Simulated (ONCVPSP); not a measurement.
## Reading a pseudo-wave (phosphorus)

Columns: radius, all-electron u(r) and pseudo u(r) of the 3s shell (level -14.02 eV) of phosphorus in the configuration [Ne] 3s2 3p3; LDA (Perdew-Wang 92), scalar-relativistic, ONCV scheme, ONCVPSP 4.0.1.

```tsv
r (bohr)	all-electron	pseudo
0.098	0.1263	0.0208
0.195	-0.1745	0.0440
0.292	-0.3541	0.0733
0.390	-0.3706	0.1130
0.488	-0.2752	0.1645
0.585	-0.1244	0.2261
0.682	0.0454	0.2957
0.780	0.2129	0.3715
0.878	0.3633	0.4508
0.975	0.4896	0.5304
1.072	0.5915	0.6067
1.170	0.6706	0.6746
1.268	0.7275	0.7281
1.365	0.7645	0.7645
1.463	0.7852	0.7852
1.560	0.7917	0.7917
1.658	0.7870	0.7870
1.755	0.7733	0.7733
1.852	0.7526	0.7526
1.950	0.7264	0.7264
2.047	0.6967	0.6967
2.145	0.6641	0.6641
2.242	0.6302	0.6302
2.340	0.5952	0.5952
2.438	0.5600	0.5600
2.535	0.5256	0.5256
```

Task: How many radial nodes do the two functions have?

Result: The all-electron 3s function has n − l − 1 = 2; the pseudo-wave has 0, since the states of the same l below it are removed with the core.

Task: At about which radius was the pseudo-wave matched?

Result: 1.65 bohr. The columns agree to 0.0005 from 1.36 bohr on; several derivatives are matched, so the curves merge somewhat inside the radius.

Task: Is the pseudo-wave norm-conserving?

Result: Yes: the ONCV scheme keeps the norm inside the radius equal to the all-electron one, which fixes the energy derivative of the logarithmic derivative at the level.
